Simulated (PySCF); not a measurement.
# [Dy(PH3)]3+ at several levels of theory

Computed with PySCF 2.14.0 (density fitting, no spin-orbit coupling) at the geometry relaxed with B3LYP:

```xyz
5
[Dy(PH3)]3+ (singlet in the valence; each metal's 4f electrons, 9 of them, lie in its core potential, out of spins and levels)
Dy    0.0000    0.0000   -0.4033
P     0.0000    0.0000    2.5277
H     1.3319    0.0000    3.0395
H    -0.6659    1.1534    3.0395
H    -0.6659   -1.1534    3.0395
```

| level | basis | state | HOMO (eV) | gap (eV) | charge on Dy1 (e) | population of f-type functions on Dy1 (polarisation alone where 4f lies in the core) | dipole about the centre of mass (D) | largest force component (eV/Å) |
| --- | --- | --- | --- | --- | --- | --- | --- | --- |
| B3LYP | Dy lcecp-1-SVP with ECP55, P def2-SVP, H def2-SVP | singlet | -24.04 | 4.00 | 2.25 | 0.00 | 3.29 | 0.01 |
| TPSSh | the same | singlet | -23.70 | 3.63 | 2.29 | 0.00 | 3.15 | 0.08 |
| BP86 | the same | singlet | -23.36 | 2.74 | 2.24 | 0.00 | 3.70 | 0.36 |
| revPBE | the same | singlet | -23.24 | 2.60 | 2.24 | 0.00 | 3.68 | 0.29 |
| wB97X | the same | singlet | -26.30 | 9.14 | 2.32 | 0.01 | 2.47 | 0.23 |

In the lcecp rows the 4f levels are missing from HOMO and gap, and the state counts the valence alone.

Charges are Mulliken's, which hang on the basis. The relaxation used the grid (50, 194), these runs (75, 302) or, all-electron (x2c bases, spin-free X2C Hamiltonian), (99, 590).

**Question.** What does B3LYP with Dy lcecp-1-TZVP with ECP55, P def2-TZVP, H def2-TZVP give here?

**Answer.** state singlet, HOMO (eV) -23.94, gap (eV) 3.96, charge on Dy1 (e) 2.31, population of f-type functions on Dy1 (polarisation alone where 4f lies in the core) 0.01, dipole about the centre of mass (D) 3.41, largest force component (eV/Å) 0.22. Time: 5.6 s on 2 threads of Arm Neoverse V2, on a shared host, from free ions and atoms.

In the first row's basis the gap widens with exact exchange: 2.6 to 2.7 eV for revPBE, BP86 (none); 3.6 to 4.0 eV for TPSSh, B3LYP (a fixed share); 9.1 eV for wB97X (rising or full at long range).

An lcecp potential fixes the number of 4f electrons, so in runs with it no electron can move into or out of that shell.
